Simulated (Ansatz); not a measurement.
Basis-set extrapolation for BClF₂ (`FB(F)Cl`) (PBE0-D4/def2-TZVP geometry, frozen core, Ansatz). Multiplicity 1, RHF reference.

|  | def2-TZVPP | def2-QZVPP |
| --- | --- | --- |
| HF | -683.346280 | -683.368988 |
| MP2 correlation | -0.774713 | -0.848824 |
| CCSD(T) correlation | -0.818137 | not run |

Energies in hartree. Use E(X) = E(∞) + A·exp(−7.88·√X) for Hartree–Fock and E(X) = E(∞) + B·X^(−2.97) for correlation, with X = 3 and 4, and add CCSD(T) minus MP2 of the smaller set to the MP2 limit.

Problem. What is the CCSD(T) energy at the basis-set limit?

Solution. HF limit: -683.368988 + (-0.022708) × 0.13774 = -683.37212. MP2 limit: -0.848824 + (-0.074111) × 0.74074 = -0.90372. Higher-order term: -0.818137 − (-0.774713) = -0.04342. Total: -684.31926 hartree, 406.5 kJ/mol below CCSD(T)/def2-TZVPP.
